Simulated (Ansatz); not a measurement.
`FC(F)(F)O[Si](F)(F)F`, charge 0, multiplicity 1.

Problem. Give a relaxed structure at PBE0-D4/def2-TZVP (the Gaussian-basis code of Ansatz). (Estimate.)

Solution. The calculation gave: 
Z-matrix (Å, degrees):
```
C
F 1 1.338
F 1 1.322 2 108.3
F 1 1.326 2 107.9 3 -117.3
O 1 1.344 2 111.5 3 121.0
Si 5 1.626 1 129.7 2 15.3
F 6 1.562 5 111.3 1 -68.5
F 6 1.563 5 111.2 1 53.3
F 6 1.560 5 105.9 1 172.7
```
This is one stationary point; other conformers may exist.
